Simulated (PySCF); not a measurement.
## Shapes and spin states of GeHF

These are results of PBE0 in PySCF with Ge def2-TZVP, H def2-TZVP, F def2-TZVP; no relativity; density-fitted integrals, not measurements.

Relaxations began from a few typed shapes and spin states; open shells are unrestricted. The search is not exhaustive: other isomers or separated fragments can lie lower, and high-lying points may rest on an excited occupation.

| spin | group | bonds | angles | imaginary modes (cm⁻¹) | ΔE (kJ/mol) | ΔE with ZPE (kJ/mol) |
| --- | --- | --- | --- | --- | --- | --- |
| singlet | Cs | Ge–F 1.757 Å, Ge–H 1.610 Å | F–Ge–H 94.2° | none | 0.0 | 0.0 |
| triplet | Cs | Ge–F 1.745 Å, Ge–H 1.562 Å | F–Ge–H 113.0° | none | 171.9 | 171.1 |
| triplet | C∞v | Ge–F 1.785 Å, Ge–H 1.796 Å | F–Ge–H 180.0° | 674i | 274.3 | – |
| singlet | C∞v | Ge–F 1.890 Å, Ge–H 1.832 Å | F–Ge–H 180.0° | 1261i, 1261i | 293.6 | – |

The lowest minimum found is the singlet Cs: Ge–F 1.757 Å, Ge–H 1.610 Å; F–Ge–H 94.2°.

Counting electrons, germanium keeps 2 of its valence electrons outside its bonds, so the VSEPR class is AX2E1 and the expected shape is bent; with unlike ligands the computed point group is Cs.

The electron or spin density has lower symmetry than the nuclear frame for the triplet C∞v at 274.3 kJ/mol.
